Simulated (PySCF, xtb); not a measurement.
H9PSi3, SMILES [SiH3]P([SiH3])[SiH3].

GFN2-xTB in xtb at its own geometry gives an orbital gap of 4.21 eV and a dipole moment of 1.78 D.

Coordinates come from a PBE0-D3(BJ)/def2-SVP optimisation.

Q: What does r2SCAN/def2-TZVP in PySCF give? (Estimate from the structure and the level; the computed values follow.)

A: gap 5.88 eV (levels -6.57 and -0.69 eV), dipole 0.47 D.
